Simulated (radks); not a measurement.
The numbers below are computed, except where a source is named.
Problem. Radial electron density D(r) = 4 pi r^2 rho(r) of an atom or ion with 40 electrons. Code: a radial shooting solver on a logarithmic mesh with Libxc functionals. Model: scalar-relativistic Kohn-Sham, PBE, spin-unpolarised, spherical densities, point nucleus.

r (bohr)  D(r) (e/bohr)
0.001475          2.125
0.001703          2.733
0.001952          3.455
0.002254          4.412
0.002582          5.538
0.002982          7.011
0.003417          8.717
0.003946          10.91
0.004521          13.39
0.005221          16.50
0.005981          19.92
0.006908          24.06
0.007914          28.42
0.00914           33.42
0.01047           38.37
0.01209           43.59
0.01385           48.22
0.016             52.43
0.01833           55.39
0.02117           57.12
0.02426           57.25
0.02801           55.90
0.03209           53.64
0.03706           50.99
0.04246           49.26
0.04904           49.33
0.05618           51.84
0.06489           56.98
0.07434           63.16
0.08585           69.06
0.09836           71.87
0.1136            70.28
0.1301            64.57
0.1503            56.22
0.1722            49.44
0.1989            46.57
0.2278            48.67
0.2631            53.58
0.3015            56.60
0.3482            54.24
0.3989            46.09
0.4606            33.97
0.5278            23.41
0.6095            16.47
0.6983            14.34
0.8064            14.64
0.9239            14.79
1.067             13.24
1.222             10.31
1.412             6.748
1.617             3.905
1.868             1.883
2.14             0.8203
2.472            0.2896
2.832           0.09055
3.27            0.02095
3.747          0.004034
4.327         0.0005056

What is the nuclear charge?

Solution. Z = 45. The innermost maximum, from 1s, lies near gamma/Z bohr with gamma = sqrt(1 - (Z/c)^2) = 0.945, here 0.021 bohr (found: 0.0229), and its height grows with Z. The density is that of the rhodium ion Rh5+ in [Kr] 4d4; the configuration itself is not fixed sharply by these data, and Z only to a few units. D(r) has 4 maxima, at r = 0.0229, 0.101, 0.309, 0.881 bohr, and minima at 0.0456, 0.199, 0.721 bohr, inside which lie 2.02, 11.08, 29.18 electrons.
